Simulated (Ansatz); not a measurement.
`OC(O)[SiH3]` + `[CH3][AlH][SiH3]` → `[CH3][Al]([SiH3])[SiH3]` + `OCO`  (formal exchange of groups at the Si–C bond)

Isolated molecules relaxed with PBE0-D4/def2-TZVP in Ansatz; ΔE leaves out vibrations. CCSD(T)/CBS is the MP2 limit (def2-TZVPP, def2-QZVPP) plus CCSD(T) − MP2 in def2-TZVPP, frozen cores. This one scheme is used for every species. Functionals use def2-TZVPP. B3LYP here is the variant with VWN-RPA as its local correlation; programs differ in this. One conformer a species, not always the lowest.

`OC(O)[SiH3]`:

```xyz
10

O     1.601   -0.250    0.132
C     0.418    0.505    0.118
O     0.014    0.880    1.415
Si   -0.912   -0.539   -0.771
H     2.297    0.288    0.524
H     0.568    1.461   -0.399
H    -0.187    0.078    1.909
H    -0.438   -1.021   -2.093
H    -2.130    0.293   -0.947
H    -1.231   -1.694    0.112
```

`[CH3][AlH][SiH3]`:

Z-matrix (Å, degrees):
```
C
Al 1 1.953
H 1 1.092 2 113.7
H 1 1.096 2 110.5 3 -121.7
H 1 1.096 2 110.2 3 121.3
Si 2 2.461 1 120.6 3 -1.5
H 2 1.593 1 118.9 3 178.7
H 6 1.490 2 114.1 1 179.6
H 6 1.494 2 110.9 1 58.4
H 6 1.494 2 110.7 1 -59.3
```

`[CH3][Al]([SiH3])[SiH3]`:

```xyz
13

C     2.140    0.152   -0.264
Al    0.209   -0.018   -0.004
Si   -1.254    1.769   -0.862
Si   -0.806   -1.949    1.137
H     2.711   -0.669    0.175
H     2.375    0.195   -1.333
H     2.505    1.091    0.168
H    -2.703    1.531   -0.601
H    -1.093    1.930   -2.338
H    -0.907    3.087   -0.250
H     0.180   -2.964    1.610
H    -1.765   -2.651    0.234
H    -1.591   -1.505    2.327
```

`OCO`:

Z-matrix (Å, degrees):
```
C
O 1 1.397
O 1 1.396 2 112.9
H 1 1.095 2 105.2 3 -122.5
H 1 1.095 2 112.0 3 118.6
H 2 0.962 1 107.9 3 -61.7
H 3 0.962 1 107.9 2 -61.7
```

```tsv
level	ΔE (kJ/mol)	difference from CCSD(T)/CBS
PBE-D4	-48.5	-8.5
r2SCAN-D4	-42.5	-2.5
PBE0-D4	-49.5	-9.5
B3LYP-D4	-38.3	1.7
ωB97X-V	-37.2	2.8
ωB97M-V	-31.7	8.3
B2PLYP	-37.8	2.2
PBE	-49.1	-9.1
r2SCAN	-42.3	-2.3
PBE0	-49.7	-9.7
B3LYP	-39.4	0.6
HF/def2-TZVPP	-38.1	1.9
MP2/def2-TZVPP	-36.6	3.4
SCS-MP2/def2-TZVPP	-35.3	4.7
CCSD/def2-TZVPP	-41.6	-1.6
CCSD(T)/def2-TZVPP	-41.7	-1.7
HF/def2-QZVPP	-37.3	2.7
MP2/def2-QZVPP	-35.3	4.7
SCS-MP2/def2-QZVPP	-34.1	5.9
HF/CBS(def2)	-37.2	2.8
MP2/CBS(def2)	-34.8	5.2
CCSD/CBS(def2)	-39.9	0.1
CCSD(T)/CBS	-40.0	0
```

Largest T1 diagnostic among the species: 0.013.
